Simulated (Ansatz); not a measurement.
`CNBB(O)S` → `BB(O)S` + `C=N`  (β-hydride elimination)

Isolated molecules relaxed with PBE0-D4/def2-TZVP in Ansatz; ΔE leaves out vibrations. CBS: MP2 limit from def2 TZ/QZ plus the TZ coupled-cluster correction, frozen cores. This one scheme is used for every species. One conformer a species, not always the lowest.

`CNBB(O)S`:

Cartesian coordinates in Å:
```
C -1.890 -1.287 0.618
N -0.947 -0.273 0.207
B 0.430 -0.390 0.115
B 1.377 0.925 -0.412
O 2.564 0.798 -1.070
S 0.777 2.611 -0.095
H -2.457 -0.970 1.499
H -1.347 -2.198 0.866
H -2.605 -1.516 -0.179
H -1.379 0.607 -0.036
H 0.903 -1.462 0.401
H 2.818 -0.122 -1.181
H 1.756 3.277 -0.733
```

`BB(O)S`:

Z-matrix (Å, degrees):
```
B
B 1 1.672
H 1 1.199 2 121.6
H 1 1.199 2 121.6 3 174.1
O 2 1.359 1 131.6 3 93.1
S 2 1.826 1 113.8 3 -86.9
H 5 0.959 2 113.9 1 0.0
H 6 1.344 2 97.0 1 0.1
```

`C=N`:

Z-matrix (Å, degrees):
```
C
N 1 1.261
H 1 1.096 2 124.9
H 1 1.092 2 118.8 3 -180.0
H 2 1.021 1 111.0 3 -0.0
```

```
   species  CCSD(T)/CBS(def2) energy (Eh)
`CNBB(O)S`                     -619.61702
  `BB(O)S`                     -524.98370
     `C=N`                      -94.52360
```

**Question.** Work out ΔE.

**Answer.** ΔE = (-524.98370) + (-94.52360) − (-619.61702) = 0.10972 Eh = +288.1 kJ/mol.

Largest T1 diagnostic among the species: 0.014.

From PBE to PBE0 (25 % exact exchange), in def2-TZVPP and without D4, ΔE moves by +8.9 kJ/mol. At CCSD(T), def2-SVP lies +10.5 kJ/mol from the extrapolated value and def2-TZVPP −3.9 kJ/mol.
